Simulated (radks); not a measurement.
Ir IV, 74 electrons, occupied as [Kr] 4d10 4f14 5s2 5p5 5d6 6d1 (not the ground configuration). Calculated with a radial shooting solver on a logarithmic mesh with Libxc functionals: Dirac Kohn-Sham, BLYP, spin-unpolarised, spherical densities, finite nucleus; open shells fill j = l - 1/2 first; Fermi nuclear charge, rms radius 5.4032 fm.

Unscreened Slater integrals over Kohn-Sham orbitals (hartree). Large and small components are both included. Empty in this configuration: 6s1/2.

| integral | value |
|---|---|
| F0(6d3/2,6d3/2) | 0.23157 |
| F2(6d3/2,6d3/2) | 0.12591 |
| F0(6d3/2,5d5/2) | 0.29218 |
| F2(6d3/2,5d5/2) | 0.075114 |
| G2(6d3/2,5d5/2) | 0.022978 |
| G4(6d3/2,5d5/2) | 0.019217 |
| F0(6d3/2,5d3/2) | 0.29315 |
| F2(6d3/2,5d3/2) | 0.073496 |
| G0(6d3/2,5d3/2) | 0.017682 |
| G2(6d3/2,5d3/2) | 0.022970 |
| F0(6d3/2,5p3/2) | 0.30120 |
| F2(6d3/2,5p3/2) | 0.060799 |
| G1(6d3/2,5p3/2) | 0.032291 |
| G3(6d3/2,5p3/2) | 0.023316 |
| F0(6d3/2,6s1/2) | 0.27399 |
| G2(6d3/2,6s1/2) | 0.058823 |
| F0(5d5/2,5d5/2) | 0.60146 |
| F2(5d5/2,5d5/2) | 0.31666 |
| F4(5d5/2,5d5/2) | 0.21129 |
| F0(5d5/2,5d3/2) | 0.60943 |
| F2(5d5/2,5d3/2) | 0.32060 |
| G2(5d5/2,5d3/2) | 0.32023 |
| G4(5d5/2,5d3/2) | 0.21372 |
| F0(5d5/2,5p3/2) | 0.67448 |
| F2(5d5/2,5p3/2) | 0.34048 |
| G1(5d5/2,5p3/2) | 0.41394 |
| G3(5d5/2,5p3/2) | 0.25729 |
| F0(5d5/2,6s1/2) | 0.45099 |
| G2(5d5/2,6s1/2) | 0.11146 |
| F0(5d3/2,5d3/2) | 0.61779 |
| F2(5d3/2,5d3/2) | 0.32515 |
| F0(5d3/2,5p3/2) | 0.68648 |
| F2(5d3/2,5p3/2) | 0.35046 |
| G1(5d3/2,5p3/2) | 0.43219 |
| G3(5d3/2,5p3/2) | 0.26861 |
| F0(5d3/2,6s1/2) | 0.45367 |
| G2(5d3/2,6s1/2) | 0.10430 |
| F0(5p3/2,5p3/2) | 0.78928 |
| F2(5p3/2,5p3/2) | 0.42658 |
| F0(5p3/2,6s1/2) | 0.47426 |
| G1(5p3/2,6s1/2) | 0.044965 |
| F0(6s1/2,6s1/2) | 0.39021 |
